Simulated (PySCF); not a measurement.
CH3F4Nb, SMILES [CH3][Nb]([F])([F])([F])[F], multiplicity 1.

The structure is a stationary point at r2SCAN-D4/def2-SVP. The multiplicity is an assumed one; no other spin state was optimised. The structure was generated by enumeration; whether it is a known compound was not checked. The def2 effective core potentials stand for the cores of Nb; spin–orbit coupling is left out.

Two levels are set side by side: PBE/def2-TZVP (PySCF) and M06-2X/def2-TZVP (PySCF). Same geometry, gas phase. Differences are taken from unrounded values.

```
quantity                       PBE
---------------------------  -----
orbital gap (eV)              4.08
highest occupied level (eV)  -8.02
lowest empty level (eV)      -3.94
dipole moment (D)             1.59
mean polarisability (bohr³)   55.4
```

Question: These are the PBE values. What does M06-2X give? (An estimate is asked for; the answer gives what the named calculation found.)

Answer: 
```tsv
quantity	M06-2X	PBE minus M06-2X
orbital gap (eV)	8.68	-4.60
highest occupied level (eV)	-10.94	2.92
lowest empty level (eV)	-2.26	-1.68
dipole moment (D)	2.08	-0.50
mean polarisability (bohr³)	51.3	4.1
```

Without exact exchange PBE keeps part of each electron's self-repulsion, which lifts occupied levels and narrows the gap. Loosely held outer electrons make PBE densities more polarisable. Differences between two approximate levels are no errors against the true value.

Rough cost on one machine, each run with all the roots and properties that it gave: M06-2X against PBE about 3 times.
